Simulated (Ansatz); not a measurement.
Ansatz (a quantum-chemistry and plane-wave program) input (CCSD(T)/aug-cc-pV(D+d)Z):
A basis named .json is the Basis Set Exchange file of that set.

Ansatz 0.2 input:
```yaml
crystal:
  periodic: [false, false, false]
  atoms:
    - {symbol: O, position_ang: [-0.95253721, 0.52035375, 1.28323700]}
    - {symbol: B, position_ang: [-0.84359051, -0.38602819, 0.25050319]}
    - {symbol: O, position_ang: [-1.76878167, -1.35336292, -0.04384140]}
    - {symbol: O, position_ang: [0.26087447, -0.32139004, -0.53858159]}
    - {symbol: Si, position_ang: [1.58704947, 0.66147830, -0.53901983]}
    - {symbol: H, position_ang: [-1.73966728, 0.45853580, 1.82912309]}
    - {symbol: H, position_ang: [-2.54120752, -1.38226528, 0.52507418]}
    - {symbol: H, position_ang: [1.19045145, 2.07349781, -0.73891018]}
    - {symbol: H, position_ang: [2.44077787, 0.22161823, -1.66140341]}
    - {symbol: H, position_ang: [2.33246073, 0.53325190, 0.73336584]}
basis:
  gaussian:
    orbitals: aug-cc-pV_D+d_Z.json
magnetization: {spin_polarized: false}
correlation: {method: ccsd_t, electrons: outside_noble_gas}
output: {forces: true}
```

Output:

```
Functional definition: HF
integrals: 0.60 GiB planned
1649 factors; integrals over basis functions are off by at most 7.0e-4 eV
1.01 GiB of device memory are held for the factors and their scratch space
mean field: 0.92 GiB planned
mean field evaluation 1: about -14725.7736 eV, gradient 5.4e1 eV
mean field evaluation 2: about -14725.7741 eV, gradient 5.4e1 eV
mean field evaluation 4: about -14731.2813 eV, gradient 3.5e0 eV
mean field evaluation 8: about -14731.3239 eV, gradient 2.1e-4 eV
mean field evaluation 16: about -14731.3218 eV, gradient 2.7e-1 eV
mean field -14731.32386048 eV, -541.3661666226 hartree, gradient 2.3e-6 eV, S^2 0.000000; 0 other end points of the search recorded, 0 dependent functions left out
9 core orbitals not correlated
reference -14731.32386048 eV, -541.3661666226 hartree; 15, 15 occupied and 145, 145 virtual orbitals, 1649 factors
densities: 9.82 GiB planned
second order -21.22832692 eV of doubles, -0.00000000 eV of singles
coupled cluster: 3.66 GiB planned
cycle   1  -21.52562979 eV  change   -3.0e-1 eV  update   1.1e-1
cycle   2  -22.06348673 eV  change   -5.4e-1 eV  update   3.1e-2
cycle   3  -22.20071634 eV  change   -1.4e-1 eV  update   1.6e-2
cycle   4  -22.19017345 eV  change    1.1e-2 eV  update   3.2e-3
cycle   5  -22.18841952 eV  change    1.8e-3 eV  update   1.3e-3
cycle   6  -22.18912933 eV  change   -7.1e-4 eV  update   3.5e-4
cycle   7  -22.18900840 eV  change    1.2e-4 eV  update   1.1e-4
cycle   8  -22.18890979 eV  change    9.9e-5 eV  update   3.6e-5
cycle   9  -22.18890272 eV  change    7.1e-6 eV  update   1.3e-5
cycle  10  -22.18890941 eV  change   -6.7e-6 eV  update   4.5e-6
perturbative correction -0.63411114 eV, -0.0233031545 hartree
the calculation of the forces begins
1.01 GiB of device memory are held for the factors and their scratch space
Total energy: -14754.14688103 eV, -542.2048971579 hartree
Atom 0 at    -0.952537     0.520354     1.283237 Å, force     0.197133     0.554516     0.427204 eV/Å
Atom 1 at    -0.843591    -0.386028     0.250503 Å, force    -0.095576     0.078393     0.156149 eV/Å
Atom 2 at    -1.768782    -1.353363    -0.043841 Å, force    -0.261402    -0.557377    -0.380346 eV/Å
Atom 3 at     0.260874    -0.321390    -0.538582 Å, force    -0.280561    -0.657450    -0.470179 eV/Å
Atom 4 at     1.587049     0.661478    -0.539020 Å, force     0.654658     0.537140     0.054136 eV/Å
Atom 5 at    -1.739667     0.458536     1.829123 Å, force    -0.177052    -0.078110     0.055618 eV/Å
Atom 6 at    -2.541208    -1.382265     0.525074 Å, force    -0.117241     0.059703     0.153400 eV/Å
Atom 7 at     1.190451     2.073498    -0.738910 Å, force    -0.034587     0.114442    -0.012703 eV/Å
Atom 8 at     2.440778     0.221618    -1.661403 Å, force     0.057578    -0.042107    -0.088713 eV/Å
Atom 9 at     2.332461     0.533252     0.733366 Å, force     0.057050    -0.009149     0.105434 eV/Å
Dipole moment:    -0.410941     0.069645     0.391617 e Å
```
